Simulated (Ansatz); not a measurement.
```yaml
crystal:
  periodic: [false, false, false]
  atoms:
    - {symbol: Ge, position_ang: [-0.230442, -0.302881, -0.474954]}
    - {symbol: Se, position_ang: [-0.201271, 0.977657, 1.503363]}
    - {symbol: H, position_ang: [0.398442, -1.682307, -0.230377]}
    - {symbol: H, position_ang: [-1.714909, -0.444898, -0.831355]}
    - {symbol: H, position_ang: [0.525152, 0.426419, -1.595263]}
    - {symbol: H, position_ang: [1.265229, 0.961910, 1.582386]}
basis:
  gaussian: {orbitals: def2-SVPD}
magnetization: {spin_polarized: true, initial_magnetization: 1}
hamiltonian: {xc: {name: r2SCAN}, dispersion: d3bj}
```

```sh
$ ansatz run in.yaml --threads 4 --pin off --events-out ev --progress --plain --max-ram 10444MiB
```

Shortened log:

```
Error: a molecule whose nuclei and cores have a total charge of 70 cannot have a net charge of 0 together with 1 unpaired electrons
```

**Question.** Something in this input is off. What?

**Answer.** The number of unpaired electrons doesn't fit the electron count. The program refused the input.
